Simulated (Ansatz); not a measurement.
`C[CH2][Ge][F]` + HCl → `[F][Ge][Cl]` + `CC` at 400 K and 1 bar (ligand exchange at a Ge–C bond).

Gas-phase electronic energies from Ansatz, PBE0-D4/def2-TZVP geometries. CCSD(T)/CBS adds triple-zeta CCSD(T) − MP2 to the extrapolated MP2 energy (def2 sets, frozen cores). This one scheme is used for every species. For Ge outer-core shells are correlated without core-valence functions, which leaves a few kJ/mol of doubt a bond. Scalar relativity is left out up to krypton. Each species was taken in one conformer, which may not be the lowest.

```csv
species,CCSD(T)/CBS energy (Eh),H − E (kJ/mol),S (J/(mol·K))
`C[CH2][Ge][F]`,-2255.03793,201.0,364.4
HCl,-460.38127,29.6,195.4
`[F][Ge][Cl]`,-2635.75718,25.5,304.4
`CC`,-79.71954,213.5,244.3
```

H − E and S are ideal-gas, rigid-rotor, harmonic terms from PBE0-D4/def2-TZVP, for one conformer and one mirror image of each species. 1 Eh = 2625.50 kJ/mol, R = 8.31446 J/(mol·K).

Problem. By hand: ΔE, ΔH, ΔS and ΔG.

Solution. ΔE = (-2635.75718) + (-79.71954) − (-2255.03793) − (-460.38127) = -0.05752 Eh = -151.0 kJ/mol. Δ(H − E) = 25.5 + 213.5 − 201.0 − 29.6 = 8.4, so ΔH = -142.6 kJ/mol. ΔS = 304.4 + 244.3 − 364.4 − 195.4 = -11.1 J/(mol·K). ΔG = -142.6 − 400 × (-11.1)/1000 = -138.2 kJ/mol.

Problem. By hand: the equilibrium constant, and the temperature at which ΔG would vanish if ΔH and ΔS stayed fixed.

Solution. log₁₀ K = −ΔG/(RT ln 10) = 18.0. ΔG = 0 at ΔH/ΔS = 12847 K, far beyond where these terms or the molecules hold.

The number of gas molecules stays the same, so ΔS is small and ΔH decides. A doubt of 5 kJ/mol in ΔE shifts log₁₀ K by 0.7 here. Other conformers and mirror images would add mixing entropy, several J/(mol·K) or more a flexible species. Modes under 60 cm⁻¹, often nearly free rotors, make the harmonic entropy too high. These are equilibria of isolated gas molecules and say nothing of rates. Largest T1 diagnostic: 0.014 (customary marks: 0.02 for closed shells, 0.045 for open ones).
